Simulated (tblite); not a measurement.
Compound: C5H8F3OP.
SMILES with atom numbers: `[O:1]=[P@@H:2]1[CH2:3][CH2:4][C@H:5]([C:6]([F:7])([F:8])[F:9])[CH2:10]1` (hydrogens: H11 on P2; H12, H13 on C3; H14, H15 on C4; H16 on C5; H17, H18 on C10)

Computed geometry: GFN2-xTB, gas phase.

(1) List the bond lengths, angles and torsions at this level.

## Answers

(1) 
| bond | length (bohr) | order |
| --- | --- | --- |
| O1=P2 | 2.760 | double |
| P2–C3 | 3.488 | single |
| C3–C4 | 2.887 | single |
| C4–C5 | 2.899 | single |
| C5–C6 | 2.872 | single |
| C6–F7, C6–F8, C6–F9 | 2.535 | single |
| C5–C10 | 2.883 | single |
| P2–C10 | 3.480 | single |
| P2–H11 | 2.635 | single |
| C3–H12 | 2.060 | single |
| C3–H13 | 2.059 | single |
| C4–H14 | 2.065 | single |
| C4–H15 | 2.062 | single |
| C5–H16 | 2.069 | single |
| C10–H17 | 2.059 | single |
| C10–H18 | 2.068 | single |

Bonds in one row agree within 0.02 bohr and their mean is given. Orders are formal, as drawn. A selection of angles:
| angle | degrees |
| --- | --- |
| O1–P2–C3 | 117.7 |
| O1–P2–C10 | 116.8 |
| O1–P2–H11 | 114.2 |
| C3–P2–C10 | 95.6 |
| C3–P2–H11 | 105.4 |
| C10–P2–H11 | 104.8 |
| P2–C3–C4 | 104.8 |
| P2–C3–H12 | 110.4 |
| P2–C3–H13 | 109.6 |
| C4–C3–H12 | 111.1 |
| C4–C3–H13 | 112.2 |
| H12–C3–H13 | 108.7 |
| C3–C4–C5 | 107.0 |
| C3–C4–H14 | 109.8 |
| C3–C4–H15 | 111.8 |
| C5–C4–H14 | 108.6 |
| C5–C4–H15 | 111.2 |
| H14–C4–H15 | 108.4 |
| C4–C5–C6 | 111.5 |
| C4–C5–C10 | 107.0 |
| C4–C5–H16 | 109.9 |
| C6–C5–C10 | 111.4 |
| C6–C5–H16 | 106.7 |
| C10–C5–H16 | 110.4 |
| C5–C6–F7 | 112.1 |
| C5–C6–F8 | 112.8 |
| F7–C6–F8 | 106.6 |
| F7–C6–F9 | 106.4 |
| C5–C10–H17 | 112.9 |
| C5–C10–H18 | 111.1 |
| P2–C10–C5 | 104.0 |
| P2–C10–H17 | 113.1 |
| P2–C10–H18 | 107.1 |
| H17–C10–H18 | 108.5 |

Dihedral angles: O1–P2–C3–C4 -113° (anticlinal); P2–C3–C4–C5 -36° (synclinal); C3–C4–C5–C6 173° (antiperiplanar); C4–C5–C6–F7 60° (synclinal); C4–C5–C10–P2 -40° (synclinal); O1–P2–C10–C5 141° (anticlinal).

P2 (phosphoryl phosphorus) has angles from 95.6° to 117.7°. All 3 C–F bonds measure 1.340 to 1.342 Å. The 5-membered ring P2–C3–C4–C5–C10 has internal angles of 95.6° to 107.0°; it is puckered, 0.20 Å rms from its mean plane, widest ring torsion 51°. Of the pairs four or more bonds apart, F8···H18 is among the closest relative to their van der Waals radii: 2.55 Å, 95 % of the sum of Bondi's values.

Point group: C1 (no symmetry element, even within 0.4 Å). Its GFN2-xTB frequencies are all real (lowest 36 cm⁻¹). The numbers are those of one conformer.
